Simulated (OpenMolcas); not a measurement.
A calculation on Ag7+.

```yaml
Program: OpenMolcas
Method: "MS-CASPT2, IPEA 0.25 Eh, imaginary shift 0.1 Eh (closed shells correlated: 4s 4p)"
Basis: ANO-RCC-VTZP [7s6p4d2f1g]
Scalar_Hamiltonian: DKH2, point nucleus
Active_space: 4 electrons in 10 orbitals (4d 5d)
State_averaging: 2S+1 = 5 even, 5 roots; 2S+1 = 3 even, 45 roots; 2S+1 = 1 even, 49 roots
Spin-orbit_coupling: state interaction with AMFI integrals over the reference wave functions, term energies averaged over their components
```

(1) Which level of the active space comes out lowest?

(2) How high does 4d4 3H6 lie?

(3) How high does 4d4 3P0(1) lie?

(4) How high does 4d4 3H5 lie?

(5) The level at 27860 cm-1 has J = 3. What is it made of, and what is its g factor?

Measured values: Atoms 5, 11 (2017), spectra Ag VII to Ag IX.

Answers

(1) 4d4 5D0, with 92 % of that term; it is also the measured ground level.

(2) 29100 cm-1 above the lowest level; measured 28185 cm-1 above the ground level, so the calculation is off by +3 %.

(3) 21800 cm-1 above the lowest level; measured 21309 cm-1 above the ground level, so the calculation is off by +2 %.

(4) 27130 cm-1 above the lowest level; measured 26250 cm-1 above the ground level, so the calculation is off by +3 %.

(5) 51 % 4d4 3G3, 47 % 4d4 3F(1); g = 0.919, against 0.749 from Landé's formula for the pure leading term.

Term energies are means over components that CASPT2 splits; among the terms shown or strongly mixed into the levels shown the widest spread is 170 cm-1 (4d4 3H). Active for correlation alone: 5d; no level in the range computed is led by a configuration that fills it, so any true level of that kind is missing. Measured partners are found by configuration, term and J. A level has none where our copy of the source lacks it or the pairing is in doubt (some pairs that miss far off the trend of their configuration count as doubtful), and it then counts in no deviation. Only configurations of the active space appear.

A number in round brackets counts repeated terms of one configuration in the order of the reference energies.
